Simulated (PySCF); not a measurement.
# Reading the logs of faulty runs: B2ClH5Si

Calculated results; nothing here was measured. The program is PySCF 2.14.0, an open-source quantum chemistry code, run on an isolated molecule that a program drew, which may never have been made. The molecule is B2ClH5Si (charge 0, singlet), drawn as the SMILES string `B[SiH](B)Cl`.

Each row is a Hartree-Fock (HF) and frozen-core CCSD(T) single point in the cc-pV(D+d)Z basis, meant for a local HF minimum. Run 1 is clean. Each other run has one planted mistake out of seven kinds, and not every kind appears here: one electron removed, one electron added, multiplicity raised by two, geometry at a saddle point, minimal basis STO-3G, one bond length entered in bohr, all coordinates scaled. The reference is restricted for singlets and unrestricted otherwise, and also for a bond in bohr. Adding or removing an electron swaps singlet and doublet. Electrons count all cores. HOMO and LUMO are orbital energies over both spins, the gradient is its largest component, and the lowest frequency (negative if imaginary) is given only where the gradient is small. Bond lengths are over the 8 bonds as drawn. T1 is the CCSD diagnostic: over 0.02 (restricted) or 0.045 (unrestricted) a single reference is doubtful.

Geometry of the clean run:
```xyz
9
B2ClH5Si, angstrom
B     0.3602   -1.0927    2.6123
Si    1.4822    0.1946    1.5068
B     2.2399   -0.7097   -0.1505
Cl    0.3797    1.9055    0.9949
H     0.8943   -2.0470    3.1070
H    -0.8158   -0.9460    2.7811
H     2.6124    0.6759    2.3403
H     1.9509   -0.3722   -1.2620
H     3.0012   -1.6272   -0.0113
```

| run | electrons | basis functions | <S^2> | HOMO (eV) | LUMO (eV) | gradient (hartree/bohr) | lowest frequency (cm^-1) | mean bond (Å) | longest bond (Å) | T1 | HF (hartree) | CCSD(T) (hartree) | mistake |
|---|---|---|---|---|---|---|---|---|---|---|---|---|---|
| 1 | 46 | 99 | 0.000 | -10.69 | 0.54 | 1.6e-05 | 102 | 1.5558 | 2.099 | 0.0122 | -800.70800 | -801.17628 | no fault |
| 2 | 46 | 99 | 2.043 | -7.80 | -1.86 | 4.6e-02 | - | 1.5558 | 2.099 | 0.0363 | -800.59275 | -801.06099 | multiplicity raised by two |
| 3 | 46 | 99 | 0.951 | -9.17 | 0.45 | 9.6e-03 | - | 1.7821 | 3.844 | 0.0216 | -800.60927 | -801.05404 | one bond length entered in bohr |
| 4 | 47 | 99 | 0.802 | -0.95 | 5.65 | 3.5e-02 | - | 1.5558 | 2.099 | 0.0271 | -800.71297 | -801.20930 | one electron added |
| 5 | 46 | 33 | 0.000 | -8.91 | 5.25 | 2.4e-02 | - | 1.5558 | 2.099 | 0.0071 | -791.84433 | -791.99177 | minimal basis STO-3G |
| 6 | 45 | 99 | 0.808 | -16.68 | -8.48 | 7.9e-02 | - | 1.5558 | 2.099 | 0.0362 | -800.35448 | -800.81157 | ? |

**Which mistake was planted in run 6, and what did it cost?**

It counts 45 electrons, one fewer than the clean run, at the same geometry and basis. So the mistake is: one electron removed. Subtracting run 1 and multiplying by 627.51 kcal/mol a hartree, the energy moved by 221.8 kcal/mol in HF and 228.9 kcal/mol in CCSD(T).

